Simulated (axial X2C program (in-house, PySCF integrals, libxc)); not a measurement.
## Potential curves of Ga₂⁺, two-component

All values were computed with an in-house all-electron X2C program for linear molecules (integrals from PySCF). Two-component (2c) means X2C with spin–orbit coupling and atomic mean-field two-electron Coulomb and Gaunt terms. Basis: Ga dyall-cv3z [9s9p7d4f1g] (cores contracted in-house); Gaussian nuclei, density fitting, unrestricted open shells. Masses: Ga 68.926 u.

State: Ω = 1/2 (⟨Sz⟩ = 0.50, ⟨Lz⟩ = 0.00 at HF). Energies in cm⁻¹ from the fragments at the same level (Ga+ + Ga). Fits are polynomials in 1 − R0/R over 0.85 to 1.23 times the lowest point R0.

```csv
R (Å),CCSD,MP2,CCSD(T)
2.8545,,-8945,
2.9857,-9691,-9651,-9951
3.0841,-9987,-9947,-10234
3.1826,-10131,-10094,-10366
3.2810,-10158,-10125,-10381
3.3958,-10075,-10051,-10287
3.5107,-9901,-9887,-10102
3.6583,-9581,-9583,-9768
3.8388,,-9111,
4.1013,,-8310,
```

Correlated methods: 5 electrons correlated (number of frozen shells: Ga 3 s, 2 p, 1 d), 323 virtual spin orbitals or spinors in MP2, 89 natural virtuals in coupled cluster.

The state is a single determinant with fixed occupations, the lowest that a limited PBE0 search found. Dissociation energies refer to the lowest single-determinant-based atoms at the same level and basis. CCSD and (T) use frozen natural virtuals with an MP2 correction for the truncation; (T) itself is uncorrected, so its De runs slightly low. With the outer-core shells frozen, correlated bond lengths of heavy atoms tend to come out a few hundredths of an ångström too long. Coupled cluster ran on the points near the minimum only. MP2 and coupled cluster on one determinant become unreliable at the stretched end.

(1) What are Re, ωe and De at the CCSD level?

(2) Fit the MP2 curve near its minimum: give the equilibrium distance, the harmonic wavenumber and the well depth.

(3) What are Re, ωe and De at the CCSD(T) level?

## Answers

(1) At CCSD, 2c: Re = 3.257 Å, ωe ≈ 98.5 cm⁻¹, De = 1.26 eV to Ga+ + Ga; Be follows as 0.0461 cm⁻¹.

(2) At MP2, 2c: Re = 3.263 Å, ωe ≈ 96.7 cm⁻¹, De = 1.26 eV to Ga+ + Ga; Be follows as 0.046 cm⁻¹.

(3) At CCSD(T), 2c: Re = 3.246 Å, ωe ≈ 99.6 cm⁻¹, De = 1.29 eV to Ga+ + Ga; Be follows as 0.0464 cm⁻¹.
